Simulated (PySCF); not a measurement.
## Calculated data, BClHO, Al$_{2}$H$_{3}$

All values are calculated (PySCF 2.14.0). Calculation on a computer-drawn molecule: vertical ionisation energy to the stated ion spin, frozen-core CCSD(T) at the basis limit and cheaper methods, single-reference cases, UHF for radicals, no spin-orbit; all values are single points at the evaluated structure, the first of each entry, which is the reference or a displaced copy of it and isn't optimised; the reference structure only sets the zero of the energies above reference; triples share is (T) over the correlation energy.

Common to all runs: charge 1; multiplicity 1; ion multiplicity 2; diffuse functions no; basis cc-pV(n+d)Z; reference is the Hartree-Fock double-zeta minimum; best is HF at quadruple zeta + MP2 correlation extrapolated from triple and quadruple zeta + CCSD(T) minus MP2 at triple zeta; basis step is the size of the change from the same recipe one zeta lower.

(1) 
```xyz
4
formula=BClHO ionisation_energy_best=20.32 ionisation_energy_basis_step=0.087 energy_above_reference_best=10.05 energy_above_reference_basis_step=0.4725 ionisation_energy_Koopmans_at_triple_zeta=20.7 ionisation_energy_EOM_CCSD_at_triple_zeta=20.21 total_energy_HF_triple_zeta=-559.4589 total_energy_CCSD(T)_triple_zeta=-559.9941 total_energy_best=-560.0785 T1_diagnostic_at_triple_zeta=0.01312 D1_diagnostic_at_triple_zeta=0.03515 ion_T1_diagnostic_at_triple_zeta=0.03096 ion_D1_diagnostic_at_triple_zeta=0.1483 ion_spin_squared_at_triple_zeta=0.7769 triples_share_at_triple_zeta=0.04011 basis_functions_triple_zeta=113
O     -1.6010    -1.8800     0.4549
B     -2.4211    -1.0032     0.5023
Cl    -3.4179     0.1362     0.1936
H     -1.5267    -2.7515     1.0275
```

Units: ionisation_energy_best, ionisation_energy_basis_step, ionisation_energy_Koopmans_at_triple_zeta, ionisation_energy_EOM_CCSD_at_triple_zeta in eV; energy_above_reference_best, energy_above_reference_basis_step in kcal/mol; total_energy_HF_triple_zeta, total_energy_CCSD(T)_triple_zeta, total_energy_best in hartree.

Reference structure:
```xyz
4
BClHO
O     -1.6282    -1.9668     0.4830
B     -2.4391    -1.0308     0.4014
Cl    -3.4454     0.2327     0.2135
H     -1.5232    -2.7352     1.0434
```

Drawn bonds:
```tsv
atom	other atom	order
1	2	1
2	3	1
1	4	1
```

Triple zeta:
```tsv
method	ionisation energy (eV)	energy above reference (kcal/mol)
HF	19.29	11.15
PBE	19.82	9.843
r2SCAN	19.96	9.569
B3LYP	20.04	9.777
wB97X	20.18	10.02
MP2	20.31	10.25
CCSD	20.12	10.57
CCSD(T)	20.12	10.68
```

(2) 
```xyz
5
formula=Al2H3 ionisation_energy_best=15.34 ionisation_energy_basis_step=0.03272 energy_above_reference_best=0 energy_above_reference_basis_step=0 ionisation_energy_Koopmans_at_triple_zeta=15.24 ionisation_energy_EOM_CCSD_at_triple_zeta=15.31 total_energy_HF_triple_zeta=-485.3244 total_energy_CCSD(T)_triple_zeta=-485.4889 total_energy_best=-485.5079 T1_diagnostic_at_triple_zeta=0.01093 D1_diagnostic_at_triple_zeta=0.02319 ion_T1_diagnostic_at_triple_zeta=0.02613 ion_D1_diagnostic_at_triple_zeta=0.05845 ion_spin_squared_at_triple_zeta=0.8038 triples_share_at_triple_zeta=0.01947 basis_functions_triple_zeta=120
Al    -0.6019     1.4863     3.0333
Al    -1.5321    -0.5962     1.5613
H     -0.0662     2.6844     3.8809
H     -1.0242    -1.9654     2.0997
H     -2.4406    -0.1231     0.3893
```

Units: ionisation_energy_best, ionisation_energy_basis_step, ionisation_energy_Koopmans_at_triple_zeta, ionisation_energy_EOM_CCSD_at_triple_zeta in eV; energy_above_reference_best, energy_above_reference_basis_step in kcal/mol; total_energy_HF_triple_zeta, total_energy_CCSD(T)_triple_zeta, total_energy_best in hartree.

Reference structure:
```xyz
5
Al2H3
Al    -0.6019     1.4863     3.0333
Al    -1.5321    -0.5962     1.5613
H     -0.0662     2.6844     3.8809
H     -1.0242    -1.9654     2.0997
H     -2.4406    -0.1231     0.3893
```

Drawn bonds:
```tsv
atom	other atom	order
1	2	1
1	3	1
2	4	1
2	5	1
```

Triple zeta:
```tsv
method	ionisation energy (eV)	energy above reference (kcal/mol)
HF	14.46	0
PBE	14.89	0
r2SCAN	14.94	0
B3LYP	15.08	0
wB97X	15.21	0
MP2	15.19	0
CCSD	15.23	0
CCSD(T)	15.25	0
```
